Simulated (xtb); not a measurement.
CH6FNOSi2 (SMILES CN1[SiH2]O[Si@@H]1F), singlet, from a rough starting geometry; GFN2-xTB run with xtb.

The xtb input:
```
$ xtb mol.xyz --gfn 2 --opt vtight --json

# file mol.xyz
12

C      1.44349201     0.15367720    -0.54619996
N      0.08869771     0.49610173    -0.23078761
Si    -0.55686848     0.49016564     1.35238630
O     -1.54875571    -0.76186482     0.92101291
Si    -1.22899558    -0.52055467    -0.64767325
F     -0.67108671    -1.87992032    -1.28239283
H      1.66348610     0.08046992    -1.65198144
H      1.81449130    -0.82013181    -0.08957991
H      2.18157441     0.85790872    -0.12803081
H     -1.33352481     1.69963945     1.52996580
H      0.48891252     0.14541058     2.29569458
H     -2.31812066     0.18624430    -1.39511224
```

The log (banner, timings and long lists left out):

```
   ID    Z sym.   atoms
    1    6 C      1
    2    7 N      2
    3   14 Si     3, 5
    4    8 O      4
    5    9 F      6
    6    1 H      7-12

           -------------------------------------------------
          |                Calculation Setup                |
           -------------------------------------------------

           -------------------------------------------------
          |                 G F N 2 - x T B                 |
           -------------------------------------------------

          ...................................................
          :                      SETUP                      :
          :.................................................:
          :  # basis functions                  42          :
          :  # atomic orbitals                  40          :
          :  # shells                           20          :
          :  # electrons                        36          :
          :  max. iterations                   250          :
          :  Hamiltonian                  GFN2-xTB          :
          :  restarted?                      false          :
          :  GBSA solvation                  false          :
          :  PC potential                    false          :
          :  electronic temp.          300.0000000     K    :
          :  accuracy                    1.0000000          :
          :  -> integral cutoff          0.2500000E+02      :
          :  -> integral neglect         0.1000000E-07      :
          :  -> SCF convergence          0.1000000E-05 Eh   :
          :  -> wf. convergence          0.1000000E-03 e    :
          :  Broyden damping             0.4000000          :
          :  net charge                          0          :
          :  unpaired electrons                  0          :
          ...................................................

 iter      E             dE          RMSdq      gap      omega  full diag
   1    -20.5282844 -0.205283E+02  0.907E+00    5.43       0.0  T
   2    -20.6789077 -0.150623E+00  0.541E+00    3.85       1.0  T
   3    -20.6834608 -0.455315E-02  0.285E+00    4.30       1.0  T
   4    -20.6873681 -0.390722E-02  0.139E+00    3.73       1.0  T
   5    -20.6880408 -0.672724E-03  0.553E-01    4.02       1.0  T
   6    -20.6899651 -0.192432E-02  0.233E-01    3.89       1.0  T
   7    -20.6900898 -0.124747E-03  0.137E-01    3.87       1.0  T
   8    -20.6901204 -0.306008E-04  0.296E-02    3.90       1.0  T
[...]
 * total energy  :   -20.5620114 Eh     change       -0.1227157E-05 Eh
 * total energy  :   -20.5620123 Eh     change       -0.9092663E-06 Eh
 * total energy  :   -20.5620126 Eh     change       -0.2990688E-06 Eh
 * total energy  :   -20.5620131 Eh     change       -0.4974769E-06 Eh
 * total energy  :   -20.5620133 Eh     change       -0.2459911E-06 Eh
 * total energy  :   -20.5620135 Eh     change       -0.1666825E-06 Eh
 * total energy  :   -20.5620137 Eh     change       -0.2065701E-06 Eh
 * total energy  :   -20.5620139 Eh     change       -0.2560436E-06 Eh
 * total energy  :   -20.5620142 Eh     change       -0.2251404E-06 Eh
 * total energy  :   -20.5620143 Eh     change       -0.1636346E-06 Eh
 * total energy  :   -20.5620144 Eh     change       -0.1136587E-06 Eh
 * total energy  :   -20.5620145 Eh     change       -0.5740774E-07 Eh
   *** GEOMETRY OPTIMIZATION CONVERGED AFTER 78 ITERATIONS ***
         :: total energy             -20.562014507569 Eh    ::
[...]
    10   1 H        0.921    -0.073     4.701     3.391
    11   1 H        0.921    -0.061     4.386     3.275
    12   1 H        0.924    -0.054     4.181     3.198

 Mol. C6AA /au·bohr⁶  :       2315.752022
 Mol. C8AA /au·bohr⁸  :      81101.670381
 Mol. α(0) /au        :         79.599557

Wiberg/Mayer (AO) data.
largest (>0.10) Wiberg bond orders for each atom

 ---------------------------------------------------------------------------
     #   Z sym  total        # sym  WBO       # sym  WBO       # sym  WBO
 ---------------------------------------------------------------------------
     1   6 C    3.984 --     2 N    1.039     9 H    0.987     8 H    0.986
                             7 H    0.980
     2   7 N    3.321 --     5 Si   1.042     1 C    1.039     3 Si   1.014
     3  14 Si   3.748 --     2 N    1.014     4 O    0.977    11 H    0.880
                            10 H    0.879
     4   8 O    2.211 --     5 Si   1.021     3 Si   0.977
     5  14 Si   4.008 --     6 F    1.083     2 N    1.042     4 O    1.021
                            12 H    0.871
     6   9 F    1.206 --     5 Si   1.083
     7   1 H    0.999 --     1 C    0.980
     8   1 H    0.999 --     1 C    0.986
     9   1 H    0.999 --     1 C    0.987
    10   1 H    0.995 --     3 Si   0.879
    11   1 H    0.996 --     3 Si   0.880
    12   1 H    0.997 --     5 Si   0.871
 ---------------------------------------------------------------------------

Topologies differ in total number of bonds
Writing topology from bond orders to xtbtopo.mol

molecular dipole:
                 x           y           z       tot (Debye)
 q only:        0.603       0.864      -0.013
   full:        0.584       0.859      -0.096       2.651
molecular quadrupole (traceless):
                xx          xy          yy          xz          yz          zz
 q only:       -1.632      -1.986      -3.065       2.186       1.055       4.697
  q+dip:       -1.794      -3.282      -2.849       3.125      -1.276       4.643
   full:       -0.765      -1.639      -4.327       2.086       0.966       5.092

optimized geometry written to: xtbopt.xyz

           -------------------------------------------------
          | TOTAL ENERGY              -20.562014507569 Eh   |
          | GRADIENT NORM               0.000038587364 Eh/α |
          | HOMO-LUMO GAP               4.154566287188 eV   |
           -------------------------------------------------

normal termination of xtb
```
